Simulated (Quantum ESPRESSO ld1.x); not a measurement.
Results of a calculation; reference values are marked as such.
All-electron atom: Cs II in [Kr] 4d10 5s2 5p5 6p1 (not the ground configuration). Code: ld1.x of Quantum ESPRESSO 7.5. Model: Dirac Kohn-Sham, LDA (Slater exchange, Gunnarsson-Lundqvist correlation), spin-unpolarised, spherical densities, point nucleus; open shells fill j = l - 1/2 first. Some entries of the table are withheld. Estimate them.

orbital  occ.  eigenvalue (hartree)  <r> (bohr)
1s1/2       2              -1313.62     0.02613
2s1/2       2                   (1)      0.1118
2p1/2       2              -194.277     0.09407
2p3/2       4              -181.348     0.09996
3s1/2       2              -43.2333      0.2991
3p1/2       2                   (2)      0.2890
3p3/2       4                   (3)      0.3008
3d3/2       4              -26.7538      0.2715
3d5/2       6              -26.2274      0.2752
4s1/2       2              -8.49576      0.6948
4p1/2       2              -6.67645      0.7205
4p3/2       4              -6.16651      0.7484
4d3/2       4              -3.20336      0.8302
4d5/2       6              -3.11874      0.8407
5s1/2       2                   (4)       1.705
5p1/2       2                   (5)       1.941
5p3/2       3                   (6)       2.025
6s1/2       0                   (7)       4.380
5d3/2       0              -0.28779         (8)
5d5/2       0              -0.28267         (9)
6p1/2       1              -0.21065       5.290
6p3/2       0              -0.20216       5.461

Answer. 
(1) 2s1/2 eigenvalue (hartree): -206.385
(2) 3p1/2 eigenvalue (hartree): -38.1664
(3) 3p3/2 eigenvalue (hartree): -35.6899
(4) 5s1/2 eigenvalue (hartree): -1.38017
(5) 5p1/2 eigenvalue (hartree): -0.91835
(6) 5p3/2 eigenvalue (hartree): -0.85071
(7) 6s1/2 eigenvalue (hartree): -0.30056
(8) 5d3/2 <r> (bohr): 3.166
(9) 5d5/2 <r> (bohr): 3.213
